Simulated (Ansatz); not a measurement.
Caution, from a PySCF single point (PBE0-D3(BJ)/def2-TZVPD) at this geometry: the highest occupied level lies above zero, so the state may not be bound. This triplet lies 0.07 eV below the relaxed singlet at the level B3LYP/aug-cc-pVTZ // PBE0-D3(BJ)/def2-TZVPD (Ansatz, a program for electronic structure).

Species: C$_{2}$H$_{4}$B, SMILES `[BH-]C=C` (lower triplet; H–B–C–C torsion 0°) (charge -1, multiplicity 3).

**Question.** Give a relaxed geometry from Ansatz with PBE0-D3(BJ)/def2-TZVPD.

**Answer.** Several could match; the one computed here: the end point of this relaxation, one of several conformers (outside a Z-matrix the atoms follow the SMILES, hydrogens last).
Z-matrix (Å, degrees):
```
C
C 1 1.3855
H 2 1.0881 1 121.28
H 2 1.0897 3 116.40 1 180.00
H 1 1.0967 2 113.67 3 -180.00
B 1 1.4946 5 117.46 2 -180.00
H 6 1.2116 1 129.75 5 179.99
```
